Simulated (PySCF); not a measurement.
**`FC([C@H]1C(F)=COC=C1)(F)F`, C6H4F4O**

Molfile (atoms numbered from 1):
```
C6H4F4O
     RDKit          3D

 15 15  0  0  0  0  0  0  0  0999 V2000
    0.2074    2.4700    0.3477 F   0  0  0  0  0  0  0  0  0  0  0  0
   -0.3087    1.2351    0.1941 C   0  0  0  0  0  0  0  0  0  0  0  0
   -1.5594    1.0820   -0.2258 C   0  0  0  0  0  0  0  0  0  0  0  0
   -2.1684   -0.1239   -0.3383 O   0  0  0  0  0  0  0  0  0  0  0  0
   -1.4751   -1.1903    0.1307 C   0  0  0  0  0  0  0  0  0  0  0  0
   -0.2283   -1.1590    0.5836 C   0  0  0  0  0  0  0  0  0  0  0  0
    0.6088    0.0934    0.5250 C   0  0  1  0  0  0  0  0  0  0  0  0
    1.6893   -0.0660   -0.5619 C   0  0  0  0  0  0  0  0  0  0  0  0
    2.5326    0.9689   -0.6118 F   0  0  0  0  0  0  0  0  0  0  0  0
    2.4356   -1.1611   -0.3502 F   0  0  0  0  0  0  0  0  0  0  0  0
    1.1535   -0.1957   -1.7836 F   0  0  0  0  0  0  0  0  0  0  0  0
   -2.2017    1.9095   -0.4810 H   0  0  0  0  0  0  0  0  0  0  0  0
   -2.0794   -2.0839    0.1232 H   0  0  0  0  0  0  0  0  0  0  0  0
    0.2400   -2.0503    0.9634 H   0  0  0  0  0  0  0  0  0  0  0  0
    1.1492    0.2793    1.4629 H   0  0  0  0  0  0  0  0  0  0  0  0
  1  2  1  0
  2  3  2  0
  3  4  1  0
  4  5  1  0
  5  6  2  0
  6  7  1  0
  7  8  1  0
  8  9  1  0
  8 10  1  0
  8 11  1  0
  7  2  1  0
  3 12  1  0
  5 13  1  0
  6 14  1  0
  7 15  1  1
M  END
```

Computed with GIAO PBE/pcSseg-1 magnetisability, rotational g tensor and spin-rotation constants, non-relativistic, gas phase in PySCF 2.14.0. Geometry: GFN2-xTB.

Problem. How diamagnetic is it, and how anisotropic?

Solution. Isotropic -1220 × 10⁻³⁰ J/T², or -73.5 × 10⁻⁶ cm³/mol; principal values -1280, -1234, -1146 × 10⁻³⁰ J/T², anisotropy 118 × 10⁻³⁰ J/T² (root of half the summed squared differences of the principal values). The susceptibility is in cgs units.

Problem. Split it along the inertial axes a, b, c into diamagnetic and paramagnetic parts about the centre of mass, with the quadrupole moment.

Solution. 
```
axis  χ (10⁻⁶ cm³/mol)  diamagnetic (10⁻⁶ cm³/mol)  paramagnetic (10⁻⁶ cm³/mol)  summed x² of all electrons (Å²)  quadrupole Θ (D Å)
   a             -73.5                      -758.0                        684.5                            227.5               -1.91
   b             -72.3                     -1169.9                       1097.6                            130.4               +1.67
   c             -74.6                     -1518.2                       1443.6                             48.3               +0.24
```
Anisotropies 2χaa − χbb − χcc = -0.1 and 2χbb − χaa − χcc = +3.6 × 10⁻⁶ cm³/mol. Θ is traceless in Buckingham's convention.

Problem. And the rotational g tensor?

Solution. 
| axis | rotational constant (GHz) | g | nuclear part | electronic part |
| --- | --- | --- | --- | --- |
| a | 1.6917 | -0.0252 | 0.5188 | -0.5440 |
| b | 1.0211 | -0.0168 | 0.5097 | -0.5266 |
| c | 0.7682 | -0.0115 | 0.5095 | -0.5210 |

Asymmetric top; isotopes 12C, 19F, 1H, 16O; no vibrational averaging.
